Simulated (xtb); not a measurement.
Cl$_{3}$Ti (SMILES [Cl][Ti+]([Cl])[Cl]), charge +1, singlet, at a GFN2-xTB geometry (such geometries of metal compounds can be far from the true shape) (the multiplicity is a formal guess); xtb with GFN0-xTB.

Input for xtb:
```
$ xtb coord --gfn 0 --chrg 1 --json

# file coord
$coord
      0.2062541768       1.0638355704       0.6809869786  ti
      3.4051120171      -0.7195107842      -0.9449206801  cl
     -1.4873575690      -2.0295466393       2.5834214925  cl
     -2.1846716302       1.3723290517      -2.5197780678  cl
$end
```

Problem. Predict the main parts of the log of this xtb run.

Solution. 
```
   ID    Z sym.   atoms
    1   22 ti     1
    2   17 cl     2-4

           -------------------------------------------------
          |                Calculation Setup                |
           -------------------------------------------------

           -------------------------------------------------
          |                 G F N 0 - x T B                 |
           -------------------------------------------------

          ...................................................
          :                      SETUP                      :
          :.................................................:
          :  # basis functions                  40          :
          :  # atomic orbitals                  36          :
          :  # shells                           12          :
          :  # electrons                        24          :
          :  electronic temp.          300.0000000     K    :
          :  accuracy                    1.0000000          :
          :  -> integral cutoff          0.2500000E+02      :
          :  -> integral neglect         0.1000000E-07      :
          ...................................................

         :::::::::::::::::::::::::::::::::::::::::::::::::::::
         ::                     SUMMARY                     ::
         :::::::::::::::::::::::::::::::::::::::::::::::::::::
         :: total energy             -12.913442810261 Eh    ::
         :: gradient norm              0.014563767306 Eh/a0 ::
         :: HOMO-LUMO gap              4.540971872247 eV    ::
         ::.................................................::
         :: H0 energy                -14.145231528538 Eh    ::
         :: repulsion energy           0.028554497580 Eh    ::
         :: electrostat energy         1.204471021035 Eh    ::
         :: -> Gsolv                   0.000000000000 Eh    ::
         ::    -> Gsasa                0.000000000000 Eh    ::
         ::    -> Gshift               0.000000000000 Eh    ::
         :: dispersion energy         -0.001236800338 Eh    ::
         :: short-range corr.          0.000000000000 Eh    ::
         :: add. restraining           0.000000000000 Eh    ::
         :: total charge               1.000000000000 e     ::
         :::::::::::::::::::::::::::::::::::::::::::::::::::::

           -------------------------------------------------
          |                Property Printout                |
           -------------------------------------------------

    * Orbital Energies and Occupations

         #    Occupation            Energy/Eh            Energy/eV
      -------------------------------------------------------------
         1        2.0000           -0.9851033             -26.8060
         2        2.0000           -0.9782564             -26.6197
         3        2.0000           -0.9782564             -26.6197
         4        2.0000           -0.4798157             -13.0565
         5        2.0000           -0.4652681             -12.6606
         6        2.0000           -0.4651194             -12.6565
         7        2.0000           -0.4651194             -12.6565
         8        2.0000           -0.4558639             -12.4047
         9        2.0000           -0.4558639             -12.4047
        10        2.0000           -0.4485951             -12.2069
        11        2.0000           -0.4485951             -12.2069
        12        2.0000           -0.4467590             -12.1569 (HOMO)
        13                         -0.2798814              -7.6160 (LUMO)
        14                         -0.2697269              -7.3396
        15                         -0.2697269              -7.3396
        16                         -0.2335208              -6.3544
        17                         -0.2335208              -6.3544
        18                         -0.0700605              -1.9064
        19                         -0.0683663              -1.8603
        20                         -0.0663146              -1.8045
        21                         -0.0663146              -1.8045
        22                         -0.0647109              -1.7609
        23                         -0.0646798              -1.7600
       ...                                ...                  ...
        36                          1.0543424              28.6901
      -------------------------------------------------------------
                  HL-Gap            0.1668776 Eh            4.5410 eV
             Fermi-level            0.0000000 Eh            0.0000 eV

     #   Z          covCN         q      C6AA      α(0)
     1  22 ti       2.281     1.216   213.482    35.280
     2  17 cl       0.772    -0.072    99.324    15.233
     3  17 cl       0.772    -0.072    99.324    15.233
     4  17 cl       0.772    -0.072    99.324    15.233

 Mol. C6AA /au·bohr⁶  :       1926.853485
 Mol. C8AA /au·bohr⁸  :     120267.196690
 Mol. α(0) /au        :         80.979202

Wiberg/Mayer (AO) data.
largest (>0.10) Wiberg bond orders for each atom

 ---------------------------------------------------------------------------
     #   Z sym  total        # sym  WBO       # sym  WBO       # sym  WBO
 ---------------------------------------------------------------------------
     1  22 ti   2.212 --     3 cl   0.737     4 cl   0.737     2 cl   0.737
     2  17 cl   0.768 --     1 ti   0.737
     3  17 cl   0.768 --     1 ti   0.737
     4  17 cl   0.768 --     1 ti   0.737
 ---------------------------------------------------------------------------

Topologies differ in total number of bonds
Writing topology from bond orders to xtbtopo.mol

 dipole moment from electron density (au)
     X       Y       Z
   0.8624   4.4480   2.8473  total (Debye):   13.601

           -------------------------------------------------
          | TOTAL ENERGY              -12.913442810261 Eh   |
          | GRADIENT NORM               0.014563767306 Eh/α |
          | HOMO-LUMO GAP               4.540971872247 eV   |
           -------------------------------------------------

normal termination of xtb
```
